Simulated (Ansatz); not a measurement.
`[SeH][SnH2][SeH]` + `CBCl` → `CB(Cl)[SeH]` + `[SeH][SnH3]`  (formal exchange of groups at the Se–Sn bond)

Isolated molecules relaxed with PBE0-D4/def2-TZVP in Ansatz; ΔE leaves out vibrations. CBS: MP2 limit from def2 TZ/QZ plus the TZ coupled-cluster correction, frozen cores. Functionals use def2-TZVPP. def2 core potentials past Kr. For Se, Sn outer-core shells are correlated without core-valence functions, which leaves a few kJ/mol of doubt a bond. Scalar relativity is left out up to krypton. Each species was taken in one conformer, which may not be the lowest.

```json
{"level": "PBE-D4", "ΔE (eV)": "0.05"}
{"level": "PBE0-D4", "ΔE (eV)": "0.07"}
{"level": "B2PLYP", "ΔE (eV)": "0.12"}
{"level": "BLYP", "ΔE (eV)": "0.16"}
{"level": "r2SCANh", "ΔE (eV)": "0.08"}
{"level": "BHLYP", "ΔE (eV)": "0.17"}
{"level": "LC-ωPBE", "ΔE (eV)": "0.04"}
{"level": "SCS-MP2/def2-TZVPP", "ΔE (eV)": "0.07"}
```

(1) What does CCSD(T)/CBS give? (Estimate.)

Largest T1 diagnostic among the species: 0.011.

Answers

(1) The calculation gave: +0.13 eV. The listed levels differ from it by -0.08, -0.06, -0.01, 0.03, -0.05, 0.04, -0.09, -0.06 eV.

At CCSD(T), def2-SVP lies −0.12 eV from the extrapolated value and def2-TZVPP −0.10 eV. In def2-TZVPP, CCSD(T) changes the Hartree–Fock value by −0.22 eV (the triples alone add −0.03 eV) and MP2 by −0.20 eV. Leaving LDA and LC-ωPBE aside and taking each functional with its dispersion term where it has one, the values, not all of them listed here, spread over 0.21 eV, from B97M-V to BHLYP-D4. LDA lies −0.13 eV from PBE without D4.
